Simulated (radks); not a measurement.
Problem. The mean radii <r> (bohr) of the occupied orbitals of an atom or ion are listed with their occupations. Calculated with a radial shooting solver on a logarithmic mesh with Libxc functionals: scalar-relativistic Kohn-Sham, PBE, spin-polarised, spherical densities, point nucleus.

orbital  occ.      <r>
1s          2  0.01578
2s          2  0.06646
2p          6  0.06055
3s          2   0.1716
3p          6   0.1737
3d         10   0.1575
4s          2   0.3770
4p          6   0.4026
4d         10   0.4225
5s          2   0.8307
4f         14   0.4409
5p          6   0.9475
5d         10    1.218
6s          2    2.014

Name the element and its charge. Open shells, if any, are filled with parallel spins first.

Solution. Z = 83, bismuth, charge +3: Bi3+ in [Hg]. The 1s radius gives Z: for a bare nucleus <r> = (2 gamma + 1)/(2Z) with gamma = sqrt(1 - (Z/c)^2), 0.01561 bohr for Z = 83, and screening makes it slightly larger (0.01578 here). The occupations add up to 80, and the charge is Z minus that.
